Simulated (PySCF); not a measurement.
Compound: C₃H₃BO₃S.
Atom-mapped SMILES: `[O:1]=[CH:2][C:3](=[C:4]=[S:5])[B:6]([OH:7])[OH:8]` (hydrogens: H9 on C2; H10 on O7; H11 on O8)

Computed, not measured: PBE0-D3(BJ)/def2-SVP geometry optimisation, gas phase in PySCF.

(1) What internal coordinates does the optimisation give?

Answers

(1) 
```
  bond  length (Å)
 O1=C2       1.217
 C2–C3       1.465
 C3=C4       1.325
 C4=S5       1.544
 C3–B6       1.589
 B6–O7       1.356
 B6–O8       1.346
 C2–H9       1.113
O7–H10       0.964
O8–H11       0.981
```

A selection of angles:
```
    angle  degrees
 O1–C2–C3    123.3
 C2–C3–C4    121.0
 C2–C3–B6    119.1
 C4–C3–B6    119.9
 C3–C4–S5    179.2
 C3–B6–O7    118.5
 C3–B6–O8    119.0
 O7–B6–O8    122.6
H10–O7–B6    111.2
H11–O8–B6    109.6
```

Torsions: O1–C2–C3–C4 179° (antiperiplanar); C2–C3–B6–O7 -179° (antiperiplanar); H10–O7–B6–C3 180° (antiperiplanar); H11–O8–B6–C3 0° (synperiplanar).

Of the pairs four or more bonds apart, those above aside, C2···H11 is among the closest relative to their van der Waals radii: 2.39 Å, 82 % of the sum of Bondi's values. The C–C distances run from 1.325 Å (C3=C4, drawn double) to 1.465 Å (C2–C3, drawn single), a spread of 0.140 Å. The 8 heavy atoms lie in one plane (0.010 Å rms). B6 (three-coordinate boron) is planar (angles 122.6°, 119.0° and 118.5°, sum 360.0°, 0.00 Å off the plane of its three neighbours). H11 on O8 lies 1.80 Å from O1, 5 bonds away (angle at H 146°; Bondi radii sum to 2.72 Å): the geometry of an intramolecular hydrogen bond.

Point group: Cs (every atom within 0.08 Å of its image). Stationary, but not proved a minimum. The numbers are those of one conformer (O1–C2–C3–C4 179°, C3–B6–O7–H 180°, C3–B6–O8–H 0°).

Hardware: Arm Neoverse V1, one thread, no GPU, on a shared host. Cost: 68 s of wall time, 0.51 GiB resident at most. This is the geometry optimisation.
